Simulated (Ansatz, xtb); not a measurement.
## Relative energy of two isomers of AlBH4OSe

We compare I, `B1[OH+][AlH2-][Se]1`, a singlet, with II, `B[O][AlH][SeH]`, a singlet. Both are isolated molecules in the gas phase, relaxed with B3LYP-D3(BJ)/def2-SVP; the shapes shown needn't be the lowest conformers.

I (Å):

```xyz
8

Al   -0.9112    0.9087   -0.2456
B     1.5569   -0.0132   -0.3874
O     0.4681   -0.0907   -1.2996
Se    1.0688    0.9391    1.1906
H    -1.2246    2.2295   -1.0591
H    -2.0415   -0.1380    0.1170
H     0.5723   -0.5471   -2.1460
H     2.6010   -0.5232   -0.6890
```

II (Å):

```yaml
atoms:
  - { symbol: Al, position_ang: [-0.4131, 3.0917, 0.3384] }
  - { symbol: B, position_ang: [-1.4405, 0.2313, 0.1613] }
  - { symbol: O, position_ang: [-0.9881, 1.4892, 0.2401] }
  - { symbol: Se, position_ang: [-1.1623, 4.6381, -1.2123] }
  - { symbol: H, position_ang: [-0.8400, -0.5802, -0.5125] }
  - { symbol: H, position_ang: [-2.4477, -0.0818, 0.7620] }
  - { symbol: H, position_ang: [-2.0083, 3.6329, -1.8867] }
  - { symbol: H, position_ang: [0.6023, 3.4814, 1.4673] }
```

Quicker runs give these differences E(II) − E(I): GFN2-xTB −15.0 kcal/mol; HF/STO-3G +4.1 kcal/mol (at GFN2-xTB geometries); r2SCAN-D4/def2-SVP −5.8 kcal/mol (at GFN2-xTB geometries).

Question: Estimate which is lower in electronic energy at CCSD(T)/def2-SVP + ΔMP2/def2-TZVPP, and by roughly how much.

Answer: The CCSD(T)/def2-SVP + ΔMP2/def2-TZVPP calculation puts structure II lower, by 7.8 kcal/mol.

The same difference at several levels:

| level | geometry | E(II) − E(I) (kcal/mol) | departure from the last row (kcal/mol) | job, with rough time for the two |
| --- | --- | --- | --- | --- |
| GFN2-xTB | GFN2-xTB | −15.0 | −7.2 | optimisation, 0.47 s |
| HF/STO-3G | GFN2-xTB | +4.1 | +12.0 | single point, 0.44 s |
| r2SCAN-D4/def2-SVP | GFN2-xTB | −5.8 | +2.0 | single point, 4.3 s |
| B3LYP-D3(BJ)/def2-SVP | B3LYP-D3(BJ)/def2-SVP | −8.4 | −0.5 | optimisation, 40 s |
| HF/def2-SVP | B3LYP-D3(BJ)/def2-SVP | −13.0 | −5.2 | part of the CCSD(T) run |
| MP2/def2-SVP | B3LYP-D3(BJ)/def2-SVP | −6.0 | +1.8 | part of the CCSD(T) run |
| CCSD(T)/def2-SVP | B3LYP-D3(BJ)/def2-SVP | −6.8 | +1.0 | single point |
| CCSD(T)/def2-SVP + ΔMP2/def2-TZVPP | B3LYP-D3(BJ)/def2-SVP | −7.8 |  | single point, 26 s |

As drawn, II has 1 B–H, 1 Se–H in place of 1 B–Se, 1 O–H, 1 Al–H. Structure I has a 4-membered ring, II no ring.

HF/STO-3G puts the two in the other order. The largest departure from CCSD(T)/def2-SVP + ΔMP2/def2-TZVPP is that of HF/STO-3G, 12.0 kcal/mol. The last row adds to CCSD(T) the change of the MP2 difference between the two basis sets, here −1.0 kcal/mol.

With harmonic frequencies from B3LYP-D3(BJ)/def2-SVP (ideal gas, rigid rotor, one conformer each, 600 K, 1 atm): the zero-point term adds −1.7 kcal/mol; ΔH is −8.7 and ΔG −13.3 kcal/mol.

The correlated steps freeze 16 core orbitals; the filled d shell of Se is correlated, in a basis made for valence electrons. Programs: Ansatz 0.2.0, xtb 6.7.1; the last row on 2 threads of Arm Neoverse V1 on a shared host.
